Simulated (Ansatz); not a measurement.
Reaction (ligand exchange at a Ga–N bond): `[NH2][GaH][NH2]` + H₂Se → `[NH2][GaH][SeH]` + NH₃

Calculated with Ansatz (gas phase, PBE0-D4/def2-TZVP geometries, no zero-point term in ΔE). CCSD(T)/CBS adds triple-zeta CCSD(T) − MP2 to the extrapolated MP2 energy (def2 sets, frozen cores). This one scheme is used for every species. For Ga, Se outer-core shells are correlated without core-valence functions, which leaves a few kJ/mol of doubt a bond. Scalar relativity is left out up to krypton. Each species was taken in one conformer, which may not be the lowest.

`[NH2][GaH][NH2]`:

Cartesian coordinates in Å:
```
N 1.059 1.126 -0.309
Ga 0.358 -0.539 -0.124
N -1.373 -0.655 0.412
H 0.570 1.978 -0.097
H 2.017 1.294 -0.556
H 1.203 -1.810 -0.415
H -1.862 -1.527 0.506
H -1.972 0.133 0.583
```

H₂Se:

Z-matrix (Å, degrees):
```
Se
H 1 1.467
H 1 1.467 2 91.2
```

`[NH2][GaH][SeH]`:

Z-matrix (Å, degrees):
```
N
Ga 1 1.809
H 1 1.005 2 123.5
H 1 1.005 2 124.2 3 -179.7
Se 2 2.330 1 115.0 3 -179.9
H 2 1.554 1 121.8 3 0.0
H 5 1.467 2 92.2 1 -179.2
```

NH₃:

Z-matrix (Å, degrees):
```
N
H 1 1.013
H 1 1.013 2 107.1
H 1 1.013 2 107.1 3 -114.5
```

| species | CCSD(T)/CBS(def2) energy (Eh) |
| --- | --- |
| `[NH2][GaH][NH2]` | -2036.39598 |
| H₂Se | -2401.89790 |
| `[NH2][GaH][SeH]` | -4381.81164 |
| NH₃ | -56.50880 |

Work out ΔE.

ΔE = (-4381.81164) + (-56.50880) − (-2036.39598) − (-2401.89790) = -0.02656 Eh = -16.7 kcal/mol.

Largest T1 diagnostic among the species: 0.013.

At CCSD(T), def2-SVP lies +1.5 kcal/mol from the extrapolated value and def2-TZVPP +0.0 kcal/mol. Leaving LDA and LC-ωPBE aside and taking each functional with its dispersion term where it has one, the values, not all of them listed here, spread over 3.1 kcal/mol, from HSE06-D4 to CAM-B3LYP-D4. LDA lies +1.8 kcal/mol from PBE without D4.
